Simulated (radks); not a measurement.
Fractional charge and spin in the 3p shell of copper: the spin-up occupation runs from 2 to 3 and the spin-down occupation from 2 to 3; the fullest corner is Cu2+, [Ne] 3s2 3d(up 4.5, down 4.5) 3p(up 3, down 3). Method: non-relativistic Kohn-Sham, LDA (Slater exchange, Perdew-Wang correlation), spin-polarised, spherical densities, point nucleus; computed with a radial shooting solver on a logarithmic mesh with Libxc functionals. Energy (eV) minus the two flat planes that join the four corners (they meet along the diagonal where the two added fractions sum to one electron); zero is where a piecewise linear energy would lie.

\begin{tabular}{lrrrrr}
down \ up & 2 & 2.25 & 2.5 & 2.75 & 3 \\ \hline
2 & 0.000 & -2.153 & -2.852 & -2.124 & 0.000 \\
2.25 & -2.153 & -2.760 & -1.942 & 0.270 & -1.945 \\
2.5 & -2.852 & -1.942 & 0.360 & -1.767 & -2.568 \\
2.75 & -2.124 & 0.270 & -1.767 & -2.479 & -1.906 \\
3 & 0.000 & -1.945 & -2.568 & -1.906 & 0.000 \\
\end{tabular}

Corners above the fullest one (they belong to Cu3+ and the next ion): (up 3, down 2) 106.60 eV, (up 2, down 3) 106.60 eV, (up 2, down 2) 236.37 eV. With half an added electron in each spin the energy lies 0.360 eV from the planes, and with half an added electron in spin up alone -2.852 eV. The planes are only a guide here: the flat-plane condition holds for ground states with one frontier orbital, while this shell lies below other occupied shells, so the corners above the fullest one are inner-hole states and not the ground states of those ions.
